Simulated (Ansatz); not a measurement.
Reaction (formal exchange of groups at a Te–B bond): `CB(N)[TeH]` + `O[SiH2]F` → `O[SiH](F)[TeH]` + `CBN`

Isolated molecules relaxed with PBE0-D4/def2-TZVP in Ansatz; ΔE leaves out vibrations. CCSD(T)/CBS is the MP2 limit (def2-TZVPP, def2-QZVPP) plus CCSD(T) − MP2 in def2-TZVPP, frozen cores. Functionals use def2-TZVPP. def2 core potentials past Kr. For Te outer-core shells are correlated without core-valence functions, which leaves a few kJ/mol of doubt a bond. One conformer a species, not always the lowest.

Q: Is it downhill or uphill in electronic energy at CCSD(T)/CBS, and by how much? (An estimate is asked.)

A: Computed: Downhill: ΔE = -1.6 kcal/mol.

Q: What do these levels give: ωB97X-V, ωB97M-V, B2PLYP, PBE0, SCS-MP2/def2-TZVPP, CCSD/def2-TZVPP, CCSD(T)/def2-TZVPP, HF/def2-QZVPP, MP2/def2-QZVPP, SCS-MP2/def2-QZVPP, HF/CBS(def2), CCSD/CBS(def2)? (Estimate.)

A: The calculation gave: ωB97X-V -2.8, ωB97M-V -3.1, B2PLYP -2.5, PBE0 -3.5, SCS-MP2/def2-TZVPP -0.6, CCSD/def2-TZVPP -1.2, CCSD(T)/def2-TZVPP -1.0, HF/def2-QZVPP -2.4, MP2/def2-QZVPP -0.8, SCS-MP2/def2-QZVPP -1.0, HF/CBS(def2) -2.4, CCSD/CBS(def2) -1.8 kcal/mol.

Largest T1 diagnostic among the species: 0.012.

In def2-TZVPP, CCSD(T) changes the Hartree–Fock value by +1.4 kcal/mol (the triples alone add +0.2 kcal/mol) and MP2 by +1.9 kcal/mol.
